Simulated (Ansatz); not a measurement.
Reactions of C3H11NSi (`C[SiH2]N(C)C`).

Isolated molecules relaxed with PBE0-D4/def2-TZVP in Ansatz; ΔE leaves out vibrations. CCSD(T)/CBS is the MP2 limit (def2-TZVPP, def2-QZVPP) plus CCSD(T) − MP2 in def2-TZVPP, frozen cores. For As, Ge outer-core shells are correlated without core-valence functions, which leaves a few kJ/mol of doubt a bond. Scalar relativity is left out up to krypton. Each species was taken in one conformer, which may not be the lowest.

Order these by ΔE at CCSD(T)/CBS, lowest first. (Estimate.)
A. `C[SiH2]N(C)C` + `[SiH3]N[AsH2]` → `C[AsH]N[SiH3]` + `CN(C)[SiH3]`
B. `C[SiH2]N(C)C` + `C[SiH](Cl)[GeH3]` → `C[SiH2][SiH](C)Cl` + `C[N](C)[GeH3]`
C. `C[SiH2]N(C)C` + `S[SiH](Cl)Cl` → `C[SiH2]S[SiH](Cl)Cl` + dimethylamine
D. `C[SiH2]N(C)C` + `NB[SiH2][SiH3]` → `CN(C)[SiH3]` + `CB(N)[SiH2][SiH3]`
E. `C[SiH2]N(C)C` + `OCB(O)O` → `C[SiH2]B(O)O` + `CN(C)CO`

C (-6.1 kcal/mol), D (+0.2 kcal/mol), A (+5.1 kcal/mol), B (+15.6 kcal/mol), E (+27.4 kcal/mol).

Largest T1 diagnostic: 0.014, for `NB[SiH2][SiH3]`.
